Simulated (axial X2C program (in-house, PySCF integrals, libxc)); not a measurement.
# Spin–orbit effects down a group: molecules with Ti, PBE0

Computed with an in-house all-electron X2C program for linear molecules (integrals from PySCF), spin-free (one-electron X2C) or two-component (2c: spin–orbit coupling with atomic mean-field Coulomb and Gaunt terms, which also bring small scalar terms), in Dyall basis sets with cores contracted in-house; open shells are unrestricted.

Basis sets: Al dyall-v3z, B dyall-v3z, Ga dyall-cv3z, Ti dyall-cv3z.

```json
{"molecule": "TiB", "spin-free state": "M_S = 5/2, Λ = 2", "Re (Å)": "2.023", "ωe (cm⁻¹)": "647.8", "De (eV)": "n/a", "2c state": "Ω = 1/2", "Re 2c (Å)": "2.023", "ωe 2c (cm⁻¹)": "647.4", "De 2c (eV)": "n/a"}
{"molecule": "AlTi", "spin-free state": "M_S = 5/2, Λ = 2", "Re (Å)": "2.490", "ωe (cm⁻¹)": "329.4", "De (eV)": "n/a", "2c state": "Ω = 1/2", "Re 2c (Å)": "2.490", "ωe 2c (cm⁻¹)": "329.2", "De 2c (eV)": "n/a"}
{"molecule": "TiGa", "spin-free state": "M_S = 5/2, Λ = 2", "Re (Å)": "2.465", "ωe (cm⁻¹)": "263.6", "De (eV)": "n/a", "2c state": "Ω = 1/2", "Re 2c (Å)": "2.465", "ωe 2c (cm⁻¹)": "263.9", "De 2c (eV)": "n/a"}
```

Problem. Work out the shifts from the spin-free to the two-component result.

Solution. 

```
molecule  2c state  ΔRe (Å)  Δωe (cm⁻¹)  ΔDe (eV)
     TiB   Ω = 1/2    0.000        -0.4       n/a
    AlTi   Ω = 1/2    0.000        -0.2       n/a
    TiGa   Ω = 1/2    0.000         0.3       n/a
```

Shifts of one unit in the last digit are rounding.

Each entry is the lowest single determinant of a limited PBE0 search at one distance. De goes to single-determinant-based atoms at the same level (for ions the charge split of lowest energy) and is withheld (n/a) where an atom does not fit its ground term or J level. Main or longest-lived isotopes. One determinant is a doubtful description, or other states lie close, for TiB, AlTi, TiGa; these need not be ground states, and all values refer to the states named. With several unpaired electrons the Ω given is that of one determinant, not necessarily of the lowest component. The functionals have no current term, which raises determinants with orbital currents.
